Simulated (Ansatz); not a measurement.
The same atomization along the group B, Al, Ga, In.

Computed with Ansatz on PBE0-D4/def2-TZVP structures; ΔE is electronic, products minus reactants. CCSD(T)/CBS adds triple-zeta CCSD(T) − MP2 to the extrapolated MP2 energy (def2 sets, frozen cores). This one scheme is used for every species, atoms too. Functionals use def2-TZVPP. Open shells (•) are unrestricted, without spin–orbit coupling. Spin–orbit coupling would lower the free atoms: a little for Al, B, C, F; clearly for Ga; strongly for In. def2 core potentials past Kr. Bonds to Ga, In are less sure, by a few kJ/mol each and by 10 to 20 or more in all where they break to atoms, as the def2 sets lack core-valence functions. Scalar relativity is left out up to krypton. One conformer a species, not always the lowest.

| reaction | PBE-D4 (eV) | MP2/CBS(def2) (eV) | LDA (SPW92) (eV) |
| --- | --- | --- | --- |
| `FBCF` → B• + C• + 2 F• + 3 H• | 29.06 | 29.04 | 32.72 |
| `F[CH2][AlH][F]` → Al• + C• + 2 F• + 3 H• | 25.88 | 26.29 | 29.17 |
| `F[CH2][GaH][F]` → Ga• + C• + 2 F• + 3 H• | 24.41 | 24.68 | 27.86 |
| `F[CH2][InH][F]` → In• + C• + 2 F• + 3 H• | 23.10 | 23.18 | 26.47 |

(1) Give the CCSD(T)/CBS values in the same order. (An estimate is asked.)

Largest T1 diagnostic: 0.018, for Al•.

Answers

(1) The calculation gave: 28.25, 25.60, 24.02, 22.70 eV.

For atomizations the MP2-based limit and the directly extrapolated one differ by several kJ/mol either way, and by 10 to 25 for some Ge, Se and Sn compounds, so smaller differences from it don't rank the levels.
